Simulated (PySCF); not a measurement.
Simulated absorption spectrum

C6H9NO.
SMILES with atom numbers: `[CH2:1]=[C:2]1[CH2:3][CH:4]([NH:5][CH:6]=[O:7])[CH2:8]1` (hydrogens: H9, H10 on C1; H11, H12 on C3; H13 on C4; H14 on N5; H15 on C6; H16, H17 on C8)

Cartesian coordinates in Å at the PBE0-D3(BJ)/def2-SVP level; atoms count from 1:
```xyz
17
C6H9NO angstrom
C      2.706   -0.186   -0.393
C      1.378   -0.183   -0.352
C      0.355   -0.913    0.489
C     -0.639    0.224    0.147
N     -1.996   -0.111   -0.160
C     -3.065    0.483    0.433
O     -3.012    1.343    1.280
C      0.308    0.669   -0.996
H      3.251    0.497   -1.050
H      3.294   -0.867    0.229
H      0.048   -1.865    0.020
H      0.580   -1.104    1.549
H     -0.677    0.976    0.947
H     -2.176   -0.819   -0.861
H     -4.031    0.077    0.046
H     -0.016    0.254   -1.966
H      0.496    1.746   -1.123
```

Method used: TDDFT CAM-B3LYP/def2-SVPD, vertical, gas phase, core orbitals frozen in the response in PySCF 2.14.0, density-fitted response routines.

Broadening: Gaussians 0.5 eV wide at half height, area fixed by f = 4.319×10⁻⁹ ∫ε dν̃. The width is an assumption, not a result. The curve ends short of the highest state used, and states not computed would add to its high-energy end.

| E (eV) | ε (L mol⁻¹ cm⁻¹) |
| --- | --- |
| 4.98 | 0 |
| 5.02 | 0 |
| 5.06 | 0 |
| 5.10 | 1 |
| 5.14 | 1 |
| 5.18 | 2 |
| 5.22 | 3 |
| 5.26 | 5 |
| 5.29 | 7 |
| 5.33 | 10 |
| 5.37 | 14 |
| 5.41 | 19 |
| 5.45 | 25 |
| 5.49 | 31 |
| 5.53 | 38 |
| 5.57 | 45 |
| 5.60 | 50 |
| 5.64 | 55 |
| 5.68 | 59 |
| 5.72 | 61 |
| 5.76 | 61 |
| 5.80 | 58 |
| 5.84 | 54 |
| 5.88 | 49 |
| 5.91 | 44 |
| 5.95 | 38 |
| 5.99 | 34 |
| 6.03 | 32 |
| 6.07 | 36 |
| 6.11 | 50 |
| 6.15 | 81 |
| 6.19 | 140 |
| 6.22 | 213 |
| 6.26 | 368 |
| 6.30 | 620 |
| 6.34 | 1013 |
| 6.38 | 1604 |
| 6.42 | 2457 |
| 6.46 | 3637 |
| 6.50 | 5206 |
| 6.53 | 6663 |
| 6.57 | 8989 |
| 6.61 | 11726 |
| 6.65 | 14793 |

Question: Where are the band maxima, and which computed states make them?

Answer: 216 nm (5.73 eV), ε about 61, made up of S1 (100%) (ε in L mol⁻¹ cm⁻¹; maxima over ε = 5, shares over 10%). At its high-energy end, 6.65 eV, the curve is still rising (ε about 15000, from S3). The states used: S1 5.73 eV (f 0.0011); S2 6.71 eV (f 0.0049); S3 6.88 eV (f 0.447); S4 7.00 eV (f 0.070); S5 7.14 eV (f 0.085); S6 7.25 eV (f 0.0018).

Question: Coming from long wavelengths, where does ε first pass 100 L mol⁻¹ cm⁻¹?

Answer: At about 201 nm (6.17 eV), 0.43 eV above S1.

Question: On this curve, what absorbance would a 10⁻⁵ mol/L sample give at 193 nm over a 1 cm path?

Answer: 193 nm is 6.424 eV, where ε is about 2600 L mol⁻¹ cm⁻¹, so A = ε c l ≈ 0.026 (Beer–Lambert, with the gas-phase spectrum and the assumed width).

Question: Does any computed singlet lie in the visible range?

Answer: No computed singlet lies in the visible range (380 to 750 nm); the lowest, at 216 nm, stands 2.47 eV above its violet end (3.26 eV).

The run took 61 s of wall time on one thread, Arm Neoverse V2, no GPU, shared host.

One conformer stands for the species.
